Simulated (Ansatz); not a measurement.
Job for Ansatz (a program for electronic structure): R-B3LYP/def2-TZVPP on C5H8 (SMILES C=CC(=C)C), a point of a torsion scan.

Ansatz 0.2 input:
```yaml
crystal:
  periodic: [false, false, false]
  atoms:
    - {symbol: C, position_ang: [1.07354664, 1.50796259, -0.66747660]}
    - {symbol: C, position_ang: [0.31783960, 1.06990630, 0.32550362]}
    - {symbol: C, position_ang: [-0.31755091, -0.25959325, 0.36374053]}
    - {symbol: C, position_ang: [-0.04221488, -1.11595670, 1.33796968]}
    - {symbol: C, position_ang: [-1.22612080, -0.59834273, -0.77976155]}
    - {symbol: H, position_ang: [1.24570601, 0.92242409, -1.55563622]}
    - {symbol: H, position_ang: [1.54823411, 2.47412558, -0.63751121]}
    - {symbol: H, position_ang: [0.19883995, 1.67253861, 1.21801943]}
    - {symbol: H, position_ang: [0.62305101, -0.86000506, 2.14546020]}
    - {symbol: H, position_ang: [-0.47415977, -2.10200250, 1.36737095]}
    - {symbol: H, position_ang: [-1.63817901, -1.59768595, -0.66678831]}
    - {symbol: H, position_ang: [-0.68275837, -0.54497436, -1.72183862]}
    - {symbol: H, position_ang: [-2.04447158, 0.11929801, -0.83106766]}
basis:
  gaussian:
    orbitals: def2-TZVPP
hamiltonian:
  xc: {name: B3LYP}
scf: {lower_state_search: off}
```

Output:

```
WARN ansatz: RAYON_NUM_THREADS=1 ignored (pool sized by the plan → 1); use --threads N
Functional definition: B3LYP
these checks for a lower state are left out or cut short: stability, starts, cluster_reference, orbital_swaps, neighbouring_geometries, increment
integrals: 0.18 GiB planned
1372 factors; their error is unknown
mean field: 1.68 GiB planned
mean field evaluation 1: about -5304.2101 eV, gradient 7.2e1 eV
mean field evaluation 2: about -5298.3877 eV, gradient 8.4e1 eV
mean field evaluation 4: about -5316.5223 eV, gradient 8.2e0 eV
mean field evaluation 8: about -5316.6695 eV, gradient 8.6e-2 eV
mean field evaluation 16: about -5316.6568 eV, gradient 9.1e-5 eV
mean field -5316.65679840 eV, -195.3835335819 hartree, gradient 5.2e-6 eV, S^2 0.000000; 0 other end points of the search recorded, 0 dependent functions left out
reference -5316.65708869 eV, -195.3835442497 hartree; 19, 19 occupied and 248, 248 virtual orbitals, 1372 factors
Total energy: -5316.65708869 eV, -195.3835442497 hartree
Checks for a lower state left out: stability, starts, cluster_reference, orbital_swaps, neighbouring_geometries, increment
```

The calculation finished and met its thresholds.

Cost: about 2.8 core-seconds (a rough figure).
